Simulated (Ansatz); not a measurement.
# GeTe (SMILES [Ge][Te]): methods side by side

GeTe has 2 atoms, charge 0, and is taken as a singlet. As SMILES, `[Ge][Te]`. Geometry: the measured bond length.

```xyz
2

Ge    0.0000    0.0000    0.0000
Te    0.0000    0.0000    2.3402
```

Each level gives the energy change with the Ge1–Te2 bond stretched from 2.340 to 4.680 Å (eV). The values are calculated.

```tsv
level	kind	program	value (eV)	CPU time (all runs)
HF/STO-3G (restricted)	Hartree–Fock	Ansatz	7.64	2.4 s
SVWN5/STO-3G (restricted)	LDA	Ansatz	8.32	23 s
BHLYP/STO-3G (restricted)	global hybrid	Ansatz	8.60	4.5 s
CAM-B3LYP/STO-3G (restricted)	range-separated hybrid	Ansatz	8.87	14 s
wB97X/STO-3G (restricted)	range-separated hybrid	Ansatz	8.88	47 s
wB97X/def2-SV(P) (core potential) (restricted)	range-separated hybrid	Ansatz	6.12	15 s
wB97X/def2-TZVP (core potential) (restricted)	range-separated hybrid	Ansatz	6.05	23 s
wB97X/def2-QZVP (core potential) (restricted)	range-separated hybrid	Ansatz	6.03	44 s
B2PLYP/STO-3G (restricted)	double hybrid	Ansatz	8.79	11 s
MP2/STO-3G (restricted)	perturbation theory	Ansatz	8.75	6.6 s
```

All-electron rows without a relativistic Hamiltonian named are non-relativistic, while core potentials hold scalar relativity, so basis and relativity change together. The first shape isn't each level's own minimum. The values span 6.03 to 8.88 eV. In the correlated wave-function rows the outer d shell of Ge, Te is correlated, in sets not made for it. Times are those of the runs behind each value, whatever else they computed, on shared processors of several kinds: orders of magnitude only.
